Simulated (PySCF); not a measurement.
A calculated (LDA, PySCF 2.14, x2c-QZVPPall, the spin-free X2C one-electron Hamiltonian (Gaussian nucleus)) atom or ion has these occupied shells.

```
shell  electrons  orbital energy (eV)  rms radius, mean of both spins (bohr)
 1s α          1             -26451.4                                 0.0349
 1s β          1             -26451.4                                 0.0349
 2s α          1              -3934.9                                  0.143
 2s β          1              -3934.7                                  0.143
 2p α          3              -3535.9                                  0.127
 2p β          3              -3535.8                                  0.127
 3s α          1              -738.68                                  0.384
 3s β          1              -738.52                                  0.384
 3p α          3              -607.52                                  0.385
 3p β          3              -607.34                                  0.385
 3d α          5              -400.73                                  0.365
 3d β          5              -400.51                                  0.365
 4s α          1              -112.47                                  0.932
 4s β          1              -111.65                                  0.932
 4p α          3              -73.537                                   1.02
 4p β          3              -72.708                                   1.02
 4d α          5              -17.644                                   1.36
 4d β          4              -16.829                                   1.36
 5s α          1               -8.434                                   2.85
 5s β          1               -7.785                                   2.85
 5p α          1               -2.995                                   3.96
```

Name the element and its charge.

Cd (cadmium, neutral), in [Kr] 4d9 5s2 5p1, one real determinant (an excited configuration).
